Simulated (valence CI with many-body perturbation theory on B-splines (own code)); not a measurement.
E1 line list for Sm57+

Computed by relativistic CI+MBPT: three valence electrons over a frozen Dirac-Fock core [He], radial functions for each j: 11 s, 11 p, 9 d, 7 f, 5 g, 2 h, 1 i, with the one-electron correlation potential Σ1 (screened to all orders), the two-electron term Σ2, the three-electron term Σ3, Breit, model QED; selected single and double excitations, second order for the rest (own B-spline code, finite nucleus).

No measured spectrum was set against this ion. As an estimate, large intervals hold to a few tenths of a per cent, small ones and those within an open d or f shell to about a per cent.

Lines 101 to 150 of 276 in falling wavelength, among levels below 8483.0 eV, chosen from the strongest by gf and those to the six lowest levels. Wavelengths and rates use the calculated energies. Electric multipoles are in the length gauge, E1 and E2 with the static RPA response of the core. Weak lines are less certain than strong ones. Lines between different terms over intervals too small for the method are left out, as are lines whose strength nearly cancels. The highest levels of a list are the least certain.

Levels are named by their leading jj configuration (3d3/2^4 stands for four electrons in 3d with j = 3/2), which in mixed levels can hold well under half, so a name can repeat and another be missing. Letters in brackets count levels of one name in rising energy.

| λ vac (nm) | Upper | Lower | A (s⁻¹) | S (a.u.) |
| --- | --- | --- | --- | --- |
| 0.1963 | (2s 2p1/2 3s) J=1/2 [a] | (2s 2p1/2 2p3/2) J=1/2 | 3.46e+12 | 2.59e-05 |
| 0.1957 | (2s 2p1/2 3s) J=3/2 | (2s 2p1/2 2p3/2) J=1/2 | 2.28e+12 | 3.37e-05 |
| 0.1955 | (2s^2 3p1/2) J=1/2 | (2s 2p1/2 2p3/2) J=3/2 [a] | 9.42e+11 | 6.95e-06 |
| 0.1952 | (2p1/2 2p3/2 3s) J=5/2 | (2p1/2 2p3/2^2) J=5/2 | 4.26e+13 | 9.39e-04 |
| 0.1949 | (2s 2p1/2 3s) J=1/2 [b] | (2s 2p1/2 2p3/2) J=1/2 | 3.48e+13 | 2.54e-04 |
| 0.1940 | (2s 2p3/2 3s) J=5/2 | (2s 2p3/2^2) J=5/2 | 4.74e+13 | 1.02e-03 |
| 0.1939 | (2s 2p1/2 3s) J=3/2 | (2s 2p1/2 2p3/2) J=5/2 | 7.44e+13 | 1.07e-03 |
| 0.1935 | (2s 2p1/2 3s) J=1/2 [a] | (2s 2p1/2 2p3/2) J=3/2 [a] | 8.63e+13 | 6.17e-04 |
| 0.1933 | (2s 2p3/2 3s) J=3/2 [a] | (2s 2p3/2^2) J=5/2 | 7.41e+13 | 1.06e-03 |
| 0.1933 | (2s^2 3s) J=1/2 | (2s^2 2p3/2) J=3/2 | 9.49e+13 | 6.77e-04 |
| 0.1928 | (2s 2p1/2 3s) J=3/2 | (2s 2p1/2 2p3/2) J=3/2 [a] | 6.09e+12 | 8.62e-05 |
| 0.1921 | (2s 2p1/2 3s) J=1/2 [b] | (2s 2p1/2 2p3/2) J=3/2 [a] | 1.85e+12 | 1.30e-05 |
| 0.1907 | (2s^2 3p3/2) J=3/2 | (2s 2p1/2 2p3/2) J=5/2 | 5.50e+11 | 7.53e-06 |
| 0.1897 | (2s^2 3p3/2) J=3/2 | (2s 2p1/2 2p3/2) J=3/2 [a] | 4.14e+11 | 5.57e-06 |
| 0.1875 | (2p1/2^2 3p1/2) J=1/2 | (2s 2p1/2 2p3/2) J=1/2 | 8.38e+11 | 5.45e-06 |
| 0.1874 | (2s 2p1/2 3d3/2) J=3/2 [a] | (2s 2p1/2 2p3/2) J=1/2 | 4.56e+12 | 5.93e-05 |
| 0.1868 | (2p1/2 2p3/2 3d3/2) J=5/2 [a] | (2p1/2 2p3/2^2) J=5/2 | 4.25e+13 | 8.20e-04 |
| 0.1865 | (2p1/2^2 3d3/2) J=3/2 | (2p1/2^2 2p3/2) J=3/2 | 1.28e+14 | 1.64e-03 |
| 0.1862 | (2s 2p1/2 3d3/2) J=3/2 [b] | (2s 2p1/2 2p3/2) J=1/2 | 5.04e+12 | 6.43e-05 |
| 0.1860 | (2s 2p1/2 3d3/2) J=1/2 | (2s 2p1/2 2p3/2) J=1/2 | 6.14e+13 | 3.90e-04 |
| 0.1860 | (2s 2p1/2 3p1/2) J=1/2 [b] | (2s^2 2p3/2) J=3/2 | 1.26e+12 | 8.03e-06 |
| 0.1859 | (2p1/2 2p3/2 3d3/2) J=3/2 [b] | (2p1/2 2p3/2^2) J=5/2 | 9.14e+13 | 1.16e-03 |
| 0.1858 | (2s 2p1/2 3d3/2) J=3/2 [a] | (2s 2p1/2 2p3/2) J=5/2 | 3.53e+12 | 4.47e-05 |
| 0.1857 | (2s 2p3/2 3d5/2) J=5/2 [a] | (2s 2p3/2^2) J=3/2 | 7.34e+13 | 1.39e-03 |
| 0.1857 | (2s 2p3/2 3d5/2) J=3/2 [a] | (2s 2p3/2^2) J=1/2 | 6.48e+13 | 8.20e-04 |
| 0.1857 | (2s 2p1/2 3d5/2) J=5/2 [a] | (2s 2p1/2 2p3/2) J=3/2 [b] | 7.13e+13 | 1.35e-03 |
| 0.1851 | (2s 2p3/2 3d5/2) J=1/2 | (2s 2p3/2^2) J=1/2 | 5.88e+14 | 3.68e-03 |
| 0.1851 | (2s 2p1/2 3d3/2) J=5/2 | (2s 2p1/2 2p3/2) J=5/2 | 1.30e+14 | 2.44e-03 |
| 0.1849 | (2s 2p3/2 3d3/2) J=3/2 [b] | (2s 2p3/2^2) J=3/2 | 2.97e+14 | 3.71e-03 |
| 0.1849 | (2s 2p3/2 3d3/2) J=3/2 [b] | (2s 2p3/2^2) J=1/2 | 2.46e+14 | 3.06e-03 |
| 0.1849 | (2p1/2 2p3/2 3d5/2) J=5/2 [a] | (2p1/2 2p3/2^2) J=5/2 | 2.19e+14 | 4.09e-03 |
| 0.1849 | (2s 2p3/2 3d3/2) J=5/2 [a] | (2s 2p3/2^2) J=5/2 | 6.14e+13 | 1.15e-03 |
| 0.1848 | (2p1/2^2 3p1/2) J=1/2 | (2s 2p1/2 2p3/2) J=3/2 [a] | 2.96e+12 | 1.85e-05 |
| 0.1848 | (2s 2p3/2 3d3/2) J=1/2 [b] | (2s 2p3/2^2) J=3/2 | 1.52e+14 | 9.44e-04 |
| 0.1848 | (2s 2p1/2 3d3/2) J=3/2 [a] | (2s 2p1/2 2p3/2) J=3/2 [a] | 6.21e+13 | 7.74e-04 |
| 0.1848 | (2s 2p3/2 3d3/2) J=1/2 [b] | (2s 2p3/2^2) J=1/2 | 2.00e+14 | 1.24e-03 |
| 0.1848 | (2s 2p3/2 3d3/2) J=3/2 [a] | (2s 2p3/2^2) J=5/2 | 1.01e+14 | 1.26e-03 |
| 0.1847 | (2p1/2^2 3d5/2) J=5/2 | (2p1/2^2 2p3/2) J=3/2 | 7.10e+14 | 1.33e-02 |
| 0.1847 | (2s 2p1/2 3d5/2) J=5/2 [b] | (2s 2p1/2 2p3/2) J=3/2 [b] | 5.84e+14 | 1.09e-02 |
| 0.1847 | (2s 2p1/2 3d5/2) J=3/2 | (2s 2p1/2 2p3/2) J=3/2 [b] | 1.26e+14 | 1.57e-03 |
| 0.1846 | (2s 2p1/2 3d3/2) J=3/2 [b] | (2s 2p1/2 2p3/2) J=5/2 | 2.99e+13 | 3.72e-04 |
| 0.1846 | (2s 2p1/2 3d5/2) J=3/2 | (2s 2p1/2 2p3/2) J=1/2 | 5.68e+14 | 7.06e-03 |
| 0.1845 | (2p1/2 2p3/2 3d5/2) J=5/2 [b] | (2p1/2 2p3/2^2) J=5/2 | 3.86e+14 | 7.17e-03 |
| 0.1844 | (2p1/2 2p3/2 3d5/2) J=3/2 | (2p1/2 2p3/2^2) J=3/2 | 4.96e+14 | 6.14e-03 |
| 0.1843 | (2p1/2 2p3/2 3d5/2) J=5/2 [a] | (2p1/2 2p3/2^2) J=3/2 | 5.11e+14 | 9.48e-03 |
| 0.1843 | (2s^2 3d3/2) J=3/2 | (2s^2 2p3/2) J=3/2 | 1.35e+14 | 1.67e-03 |
| 0.1843 | (2p1/2 2p3/2 3d5/2) J=7/2 [b] | (2p1/2 2p3/2^2) J=5/2 | 1.17e+15 | 2.90e-02 |
| 0.1841 | (2s 2p1/2 3d3/2) J=5/2 | (2s 2p1/2 2p3/2) J=3/2 [a] | 2.11e+13 | 3.89e-04 |
| 0.1840 | (2s 2p1/2 3d5/2) J=5/2 [a] | (2s 2p1/2 2p3/2) J=5/2 | 2.23e+13 | 4.11e-04 |
| 0.1839 | (2p1/2 2p3/2 3d5/2) J=5/2 [b] | (2p1/2 2p3/2^2) J=3/2 | 7.09e+14 | 1.31e-02 |
